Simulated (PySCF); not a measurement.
## PBr under electron impact: the energy ladder

PBE0 in PySCF with def2-TZVPPD on every atom, for the lowest determinant that a PBE0 search found; no spin–orbit coupling.

```tsv
species	state (unpaired electrons)	Re (Å)	ωe (cm⁻¹)	energy of the minimum from the neutral (eV)	De (eV)	dissociates to
PBr	triplet (π ↑↑)	2.173	443	0.00	3.07	P + Br
PBr⁺	doublet (π ↑)	2.055	554	9.14	4.46	P⁺ + Br
PBr⁻	doublet (π ↑)	2.316	335	-1.12	0.73	P + Br⁻
```

Problem. Work out the lowest energy to break PBr into atoms, from its vibrational ground state.

Solution. D0 = De − ωe/2 = 3.07 − 0.03 = 3.04 eV (PBE0/def2-TZVPPD).

Problem. Work out the ionisation energy of the P atom at this level and the threshold of dissociative ionisation.

Solution. IE(P) = 9.14 + 4.46 − 3.07 = 10.53 eV, so P⁺ + Br + e⁻ appears at D0 + IE(P) = 13.57 eV (PBE0/def2-TZVPPD). The measured IE(P) is 10.487 eV (NIST ASD).

Problem. Work out the electron affinity of the Br atom and the threshold of dissociative attachment.

Solution. EA(Br) = 3.07 − 0.73 − (-1.12) = 3.46 eV, so P + Br⁻ needs D0 − EA(Br) = -0.42 eV (negative: it is exothermic at zero electron energy) (PBE0/def2-TZVPPD). The measured EA(Br) is 3.364 eV.

Problem. At which energy does ion-pair formation open?

Solution. P⁺ + Br⁻ lies at D0 + IE(P) − EA(Br) = 10.11 eV (PBE0/def2-TZVPPD).

These are thermodynamic thresholds; the onsets seen under electron impact lie higher where the geometry changes, and cross-sections peak well above them.

Spin–orbit coupling is left out. For an ion De counts to the pair picked by the measured ionisation energies or electron affinities, which need not be the lowest pair at this level. The highest Kohn–Sham level is positive in this anion. Much of that is self-interaction error, but it also means that the finite basis helps to hold the extra electron. States were picked by a PBE0 search and need not be the measured ground states.
